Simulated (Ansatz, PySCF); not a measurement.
Gas-phase reaction in SMILES: ClBCl [dichloroborane] → Cl[B]Cl + H atom (the B-H bond at the site shown breaks; other sites are not compared here)
Geometries: B3LYP-D3(BJ)/def2-TZVP minima from Ansatz (an electronic-structure program). Frequencies are from Ansatz or PySCF.
Geometry of the first species:
SMILES: ClBCl
```xyz
4

B     -0.0163     0.7006    -0.0221
Cl     1.5184    -0.1227     0.0154
Cl    -1.5111    -0.1940    -0.0054
H     -0.0438     1.8813    -0.0594
```

Wanted: bond dissociation energy (0 K, with B3LYP-D3(BJ) harmonic zero-point energies), in eV. Correlated levels leave the core frozen unless marked. UHF or UKS for open shells. No spin-orbit coupling. No relativistic terms. CBS(X,Y): correlation extrapolated as X^-3; Hartree-Fock from the larger set.

CCSD(T)/CBS(cc-pV(T+d)Z,cc-pV(Q+d)Z) (Ansatz) gives 4.49 eV.

Another calculation gave 4.52 eV. Which level was it?
A. wB97M-V/def2-TZVPD (Ansatz)
B. revPBE/def2-TZVPD (Ansatz)
C. SVWN5/def2-TZVPD (Ansatz)
D. LC-wPBE/def2-TZVPD (Ansatz)

A, wB97M-V/def2-TZVPD (Ansatz). The others give 4.30 (LC-wPBE), 4.66 (SVWN5), 4.15 (revPBE) eV.
